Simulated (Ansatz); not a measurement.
One geometry of [Cu(N2)2]+ (CuN₄⁺), several levels of theory.

```yaml
crystal:
  periodic: [false, false, false]
  atoms:
    - {symbol: Cu, position_ang: [-0.001141, -0.003108, 0.000020]}
    - {symbol: N, position_ang: [0.000820, 0.010656, 1.872365]}
    - {symbol: N, position_ang: [0.001955, 0.018012, 2.985754]}
    - {symbol: N, position_ang: [-0.000381, -0.010653, -1.872367]}
    - {symbol: N, position_ang: [-0.001243, -0.014908, -2.985771]}
basis:
  gaussian: {orbitals: def2-TZVP, initial_orbitals: start.molden}
total_charge: 1
hamiltonian: {xc: pbe, dispersion: d4}
scf: {omitted_lower_state_checks: [starts]}
output: {forces: true, orbitals: {seedname: orbitals}}
```

The file start.molden holds the orbitals of an earlier run on this structure, at another level or in another basis.

```sh
$ ansatz run in.yaml --threads 2 --pin off --events-out ev --progress --plain --max-ram 4352MiB
```

Output, abridged:

```
Functional definition: PBE
1073 factors; their error is unknown
mean field evaluation 1: about -50584.4302 eV, gradient 1.1e1 eV
mean field evaluation 2: about -50584.6204 eV, gradient 5.6e-1 eV
mean field evaluation 4: about -50584.5835 eV, gradient 3.2e-1 eV
mean field evaluation 8: about -50584.5836 eV, gradient 1.6e-5 eV
mean field -50584.58355661 eV, -1858.9491582431 hartree, gradient 1.6e-5 eV, S^2 0.000000; 0 other end points of the search recorded, 0 dependent functions left out
reference -50584.58360535 eV, -1858.9491600345 hartree; 28, 28 occupied and 141, 141 virtual orbitals, 1073 factors
Total energy: -50584.67184143 eV, -1858.9524026505 hartree
Atom 0 at    -0.001141    -0.003108     0.000020 Å, force     0.002521     0.004244    -0.000071 eV/Å
Atom 1 at     0.000820     0.010656     1.872365 Å, force     0.000074     0.004280     1.156697 eV/Å
Atom 2 at     0.001955     0.018012     2.985754 Å, force    -0.001050    -0.007073    -1.229882 eV/Å
Atom 3 at    -0.000381    -0.010653    -1.872367 Å, force    -0.003735    -0.006347    -1.156463 eV/Å
Atom 4 at    -0.001243    -0.014908    -2.985771 Å, force     0.002191     0.004896     1.229719 eV/Å
Dipole moment:    -0.000297    -0.000692     0.000002 e Å
Checks for a lower state left out: starts
```

It took 2 s on 2 threads of Arm Neoverse V2 on a shared host.

Geometry: PBE-D4/def2-SVP.
